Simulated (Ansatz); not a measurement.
A CCSD(T) single point on CH8OSi3.

```yaml
crystal:
  periodic: [false, false, false]
  atoms:
    - {symbol: Si, position_ang: [-0.973709, -0.966537, -0.603870]}
    - {symbol: C, position_ang: [-0.151326, -0.469685, 0.993518]}
    - {symbol: Si, position_ang: [1.389539, 0.562503, 0.706058]}
    - {symbol: O, position_ang: [1.151410, 1.447813, -0.658808]}
    - {symbol: Si, position_ang: [-0.135435, 1.547928, -1.720211]}
    - {symbol: H, position_ang: [-0.402705, -0.226566, -1.878350]}
    - {symbol: H, position_ang: [-0.549245, -2.341080, -0.992405]}
    - {symbol: H, position_ang: [-2.451699, -0.891893, -0.638201]}
    - {symbol: H, position_ang: [0.103419, -1.366438, 1.567165]}
    - {symbol: H, position_ang: [-0.865581, 0.121194, 1.573762]}
    - {symbol: H, position_ang: [2.563579, -0.327584, 0.509751]}
    - {symbol: H, position_ang: [-1.304735, 1.411920, -0.701761]}
    - {symbol: H, position_ang: [1.646988, 1.463724, 1.857952]}
basis:
  gaussian: {orbitals: def2-TZVPP}
correlation: {method: ccsd_t}
```

```sh
$ ansatz run in.yaml --threads 4 --pin off --events-out ev --progress --plain --max-ram 10444MiB
```

The program prints (abridged):

```
Functional definition: HF
1723 factors; integrals over basis functions are off by at most 8.4e-4 eV
mean field evaluation 1: about -26778.9335 eV, gradient 4.5e1 eV
mean field evaluation 2: about -26779.3103 eV, gradient 4.5e1 eV
mean field evaluation 4: about -26784.2030 eV, gradient 5.2e0 eV
mean field evaluation 8: about -26784.3245 eV, gradient 3.7e-1 eV
mean field evaluation 16: about -26784.3256 eV, gradient 2.8e-6 eV
mean field -26784.32562315 eV, -984.3058115829 hartree, gradient 2.8e-6 eV, S^2 0.000000; 0 other end points of the search recorded, 0 dependent functions left out
17 core orbitals not correlated: weight in the atoms' cores, before any rotation towards them, 1.000 or more for the frozen orbitals, at most 0.000 for the correlated occupied ones
reference -26784.32562315 eV, -984.3058115829 hartree; 15, 15 occupied and 268, 268 virtual orbitals, 1723 factors
second order -21.17973537 eV of doubles, -0.00000000 eV of singles
cycle   1  -22.09231455 eV  change   -9.1e-1 eV  update   1.2e-1
cycle   2  -22.73551113 eV  change   -6.4e-1 eV  update   3.7e-2
cycle   3  -22.87788484 eV  change   -1.4e-1 eV  update   2.0e-2
cycle   4  -22.86476569 eV  change    1.3e-2 eV  update   5.1e-3
cycle   5  -22.86145626 eV  change    3.3e-3 eV  update   2.4e-3
cycle   6  -22.86178835 eV  change   -3.3e-4 eV  update   7.6e-4
cycle   7  -22.86144100 eV  change    3.5e-4 eV  update   3.5e-4
cycle   8  -22.86141239 eV  change    2.9e-5 eV  update   1.3e-4
cycle   9  -22.86148517 eV  change   -7.3e-5 eV  update   5.5e-5
cycle  10  -22.86146860 eV  change    1.7e-5 eV  update   2.3e-5
perturbative correction -0.91492943 eV, -0.0336230362 hartree
Total energy: -26808.10202118 eV, -985.1795780942 hartree
```

Hardware: 4 threads of an Arm Neoverse N1 on a shared host. Wall time 7.6 min, peak host memory 9.2 GiB.

The correlation energy is -23.776 eV, 3.8 % of it from (T); the T1 diagnostic reads 0.0143.
